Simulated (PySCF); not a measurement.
**TiBr2: multiplets, ligand field and magnetism**

The complex TiBr2 (charge 0) contains Ti(II), shell d2. The structure is a PBE0-D3(BJ)/def2-TZVP geometry optimised for multiplicity 3; coordination linear, point group D∞h, metal–donor distances 2.39 Å.

```
3

Ti    0.000    0.000    0.000
Br    0.000    0.000    2.392
Br    0.000    0.000   -2.392
```

Method (PySCF 2.14, density fitting): CASSCF(2,5) with orbitals averaged over all microstates of the shell, strongly contracted NEVPT2 on the averaged canonical orbitals; basis x2c-TZVPall on the metal, x2c-SVPall elsewhere; spin-free X2C; gas phase; spin-orbit coupling by state interaction with the mean-field operator over all roots.

## Spin-free states

```json
{"2S+1": "3", "deg.": "2", "symmetry": "3Δg", "free-ion term": "3F 1.00", "CASSCF / cm⁻¹": "0", "NEVPT2 / cm⁻¹": "0", "f(ED)": "–"}
{"2S+1": "3", "deg.": "2", "symmetry": "3Φg", "free-ion term": "3F 1.00", "CASSCF / cm⁻¹": "940", "NEVPT2 / cm⁻¹": "3978", "f(ED)": "0"}
{"2S+1": "3", "deg.": "1", "symmetry": "3Σg-", "free-ion term": "3F 0.75", "CASSCF / cm⁻¹": "1815", "NEVPT2 / cm⁻¹": "4093", "f(ED)": "0"}
{"2S+1": "3", "deg.": "2", "symmetry": "3Πg", "free-ion term": "3F 0.98", "CASSCF / cm⁻¹": "2621", "NEVPT2 / cm⁻¹": "4807", "f(ED)": "0"}
{"2S+1": "1", "deg.": "1", "symmetry": "1Σg+", "free-ion term": "1D 0.99", "CASSCF / cm⁻¹": "7670", "NEVPT2 / cm⁻¹": "7195", "f(ED)": "–"}
{"2S+1": "1", "deg.": "2", "symmetry": "1Δg", "free-ion term": "1D 0.78", "CASSCF / cm⁻¹": "12118", "NEVPT2 / cm⁻¹": "10015", "f(ED)": "–"}
{"2S+1": "1", "deg.": "2", "symmetry": "1Πg", "free-ion term": "1D 1.00", "CASSCF / cm⁻¹": "10635", "NEVPT2 / cm⁻¹": "11534", "f(ED)": "–"}
{"2S+1": "1", "deg.": "2", "symmetry": "1Γg", "free-ion term": "1G 1.00", "CASSCF / cm⁻¹": "11006", "NEVPT2 / cm⁻¹": "11586", "f(ED)": "–"}
{"2S+1": "3", "deg.": "1", "symmetry": "3Σg-", "free-ion term": "3P 0.75", "CASSCF / cm⁻¹": "12361", "NEVPT2 / cm⁻¹": "13467", "f(ED)": "0"}
{"2S+1": "3", "deg.": "2", "symmetry": "3Πg", "free-ion term": "3P 0.98", "CASSCF / cm⁻¹": "14495", "NEVPT2 / cm⁻¹": "13517", "f(ED)": "0"}
{"2S+1": "1", "deg.": "1", "symmetry": "1Σg+", "free-ion term": "1G 0.97", "CASSCF / cm⁻¹": "19419", "NEVPT2 / cm⁻¹": "16861", "f(ED)": "–"}
{"2S+1": "1", "deg.": "2", "symmetry": "1Φg", "free-ion term": "1G 1.00", "CASSCF / cm⁻¹": "16595", "NEVPT2 / cm⁻¹": "17424", "f(ED)": "–"}
{"2S+1": "1", "deg.": "2", "symmetry": "1Πg", "free-ion term": "1G 1.00", "CASSCF / cm⁻¹": "18585", "NEVPT2 / cm⁻¹": "17574", "f(ED)": "–"}
{"2S+1": "1", "deg.": "2", "symmetry": "1Δg", "free-ion term": "1G 0.78", "CASSCF / cm⁻¹": "20326", "NEVPT2 / cm⁻¹": "21384", "f(ED)": "–"}
{"2S+1": "1", "deg.": "1", "symmetry": "1Σg+", "free-ion term": "1S 0.96", "CASSCF / cm⁻¹": "39979", "NEVPT2 / cm⁻¹": "34626", "f(ED)": "–"}
```

Energies are counted from the ground state at NEVPT2 level. Weights follow the labels. f(ED) is the electric-dipole oscillator strength from the ground state at the fixed geometry, without vibronic coupling; occupations, where given, run over the ligand-field orbitals from the lowest.

## Magnetism

Degenerate or low-lying orbital states mix with the ground state, so no spin-only Hamiltonian applies. The lowest spin-orbit level is 2-fold; the next lies at 109.5 cm⁻¹. The two lowest states form a pseudo-doublet split by 0.000 cm⁻¹ with g_z = 0.00. μeff is 3.06 μB at 300 K and 0.70 μB at 10 K; the spin-only value is 2.83 μB.

```tsv
T / K	χT / cm³ K mol⁻¹	μeff / μB
2	0.012	0.31
5	0.031	0.49
10	0.061	0.70
20	0.123	0.99
30	0.186	1.22
50	0.317	1.59
75	0.478	1.96
100	0.621	2.23
150	0.840	2.59
200	0.987	2.81
250	1.091	2.95
300	1.167	3.06
```

Powder magnetisation at 2 K: 0.01 μB at 0.5 T, 0.01 μB at 1 T, 0.02 μB at 2 T, 0.03 μB at 3 T, 0.06 μB at 5 T, 0.08 μB at 7 T.

## Spin-orbit levels

| E / cm⁻¹ | deg. | make-up |
| --- | --- | --- |
| 0.0 | 2 | 1.00 3Δg |
| 109.5 | 2 | 1.00 3Δg |
| 224.1 | 2 | 1.00 3Δg |
| 3864.6 | 2 | 1.00 3Φg |
| 4093.8 | 2 | 1.00 3Φg |
| 4155.6 | 1 | 0.95 3Σg- + 0.05 3Πg |
| 4188.8 | 2 | 0.98 3Σg- |
| 4317.9 | 2 | 1.00 3Φg |
| 4894.3 | 1 | 1.00 3Πg |
| 4928.6 | 1 | 0.95 3Πg + 0.05 3Σg- |
| 4937.2 | 2 | 0.97 3Πg |
| 4951.1 | 2 | 1.00 3Πg |
| 7324.0 | 1 | 0.99 1Σg+ |
| 10128.2 | 2 | 1.00 1Δg |
| 11634.6 | 2 | 0.99 1Πg |
| 11702.8 | 2 | 1.00 1Γg |
| 13499.9 | 1 | 0.63 3Πg + 0.37 3Σg- |
| 13547.8 | 1 | 1.00 3Πg |
| 13558.7 | 2 | 0.72 3Σg- + 0.28 3Πg |
| 13625.7 | 1 | 0.63 3Σg- + 0.37 3Πg |
| 13672.8 | 2 | 0.72 3Πg + 0.27 3Σg- |
| 13719.3 | 2 | 1.00 3Πg |
| 16979.3 | 1 | 1.00 1Σg+ |
| 17538.6 | 2 | 1.00 1Φg |

Only the lowest levels are listed: 40 of 45 states.

No frequencies were computed for the optimised geometry. NEVPT2 lifts 3Πg from 2621 to 4807 cm⁻¹; on the d shell alone such lifts tend to overshoot. An active orbital has only 0.74 squared overlap with the free ion's shell, so the metal shell alone is a small active space here.

The job took 14 s on one thread of Intel Xeon Platinum 8259CL @ 2.50GHz (shared host), with 112 basis functions and a peak of 0.52 GiB, launched as `OMP_NUM_THREADS=1 python lf_run.py task.json out`.
